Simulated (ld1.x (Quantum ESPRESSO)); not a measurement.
Pseudopotential generation for Mg: RRKJ, PBE, scalar-relativistic.

* Element: magnesium (Mg)
* Generator: ld1.x (Quantum ESPRESSO) 7.5
* Type: norm-conserving RRKJ (Kleinman–Bylander form)
* Functional: PBE
* Relativity: scalar-relativistic
* Frozen core: [He]
* Valence charge: 10
* Reference configuration: 2s2 2p6 3s0 3p0 (charge +2)
* Partial waves: 2s (bound): rc 0.90 bohr; 2p (bound): rc 0.70 bohr; 3d channel at 0.05 Ry: rc 0.75 bohr
* Local potential: the d channel
* Core correction: none
* rho0: 0.02

Poles of the logarithmic derivatives, all-electron (AE) and pseudo (PS). s: poles at -3.7 (AE) and -3.7 (PS) Ry. p: poles at -2.0 (AE) and -2.0 (PS) Ry. d: poles at no energy (AE) and no energy (PS) Ry. Test radius 1.00 bohr.

* Cutoffs needed: 260 Ry and 300 Ry (the cutoffs (Ry, on a coarse ladder) from which the occupation-weighted sum of valence levels, in a spherical-Bessel basis at the reference potential, stays within 10 and 1 mRy of its value at 400 Ry)
* Ghost test: no extra level below or beside the all-electron valence levels (s, p, d, f tested) (spherical-Bessel basis up to 400 Ry, 20 bohr box)
* Largest excitation error: -135 meV (all-electron minus pseudo) for 2s2 2p5 3s2 3p0, out of 7 test configurations
